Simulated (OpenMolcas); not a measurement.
Ag V.

- Program: OpenMolcas
- Basis: ANO-RCC-VQZP [8s7p5d3f2g1h]
- Scalar Hamiltonian: DKH2, point nucleus
- Active space: 7 electrons in 5 orbitals (4d)
- State averaging: 2S+1 = 4 even, 10 roots; 2S+1 = 2 even, 40 roots
- Spin-orbit coupling: state interaction with AMFI integrals over the reference wave functions, term energies averaged over their components

Two sets of levels on these reference wave functions, in eV above 4d⁷ ⁴F_9/2: one from CASSCF and one from MS-CASPT2, IPEA 0.25 Eh, imaginary shift 0.1 Eh (closed shells correlated: 4s 4p).

| Level | Set 1 | Set 2 |
| --- | --- | --- |
| 4d⁷ ⁴F_9/2 | 0.0000 | 0.0000 |
| 4d⁷ ⁴F_7/2 | 0.433 | 0.439 |
| 4d⁷ ⁴F_5/2 | 0.700 | 0.698 |
| 4d⁷ ⁴F_3/2 | 0.867 | 0.856 |
| 4d⁷ ⁴P_3/2 [65 %] | 2.270 | 1.818 |
| 4d⁷ ⁴P_5/2 | 2.306 | 1.903 |
| 4d⁷ ²G_9/2 | 2.401 | 2.117 |
| 4d⁷ ⁴P_1/2 | 2.586 | 2.164 |
| 4d⁷ ²G_7/2 | 2.832 | 2.539 |
| 4d⁷ ²H_11/2 | 3.194 | 2.876 |
| 4d⁷ ²D_5/2(1) | 3.515 | 3.056 |
| 4d⁷ ²P_1/2 | 3.608 | 3.056 |
| 4d⁷ ²H_9/2 | 3.637 | 3.324 |
| 4d⁷ ²D_3/2(1) [67 %] | 4.245 | 3.752 |
| 4d⁷ ²F_5/2 | 5.225 | 4.408 |
| 4d⁷ ²F_7/2 | 5.443 | 4.637 |

Which set is which?

Set 2 is MS-CASPT2. Its levels of the other terms of 4d⁷ lie at 0.80 to 0.91 of the other set's values, as expected, since terms of lower spin or lower L gain more correlation energy than the Hund ground term. Against 15 measured levels (the list in Gamrath, thesis, University of Mons (2023)) the mean absolute deviation is 360 cm-1 with it and 3400 cm-1 without; single levels miss by up to 920 cm-1 with it.

CASPT2 does not keep the components of a term degenerate, so their means are used; among the terms shown or strongly mixed into the levels shown the widest spread is 590 cm-1 (4d⁷ ⁴F, MS-CASPT2). Without dynamic correlation excited terms often stand tens of per cent too high (terms of higher spin than the ground term too low), and those without a measured partner can miss by more than the paired ones (holds for CASSCF). Computed and measured levels are paired by configuration, term and J; levels that our copy of the source lacks, or whose pairing is in doubt (as where it misses far off the trend of its configuration), stay unpaired and out of the deviations. Only configurations of the active space appear. The table leaves out levels that lie high or whose names do not pair safely across all columns.

A share in square brackets marks a mixed level and gives the weight of the term that names it, the lowest over the columns. A number in round brackets counts repeated terms of one configuration in the order of the reference energies.
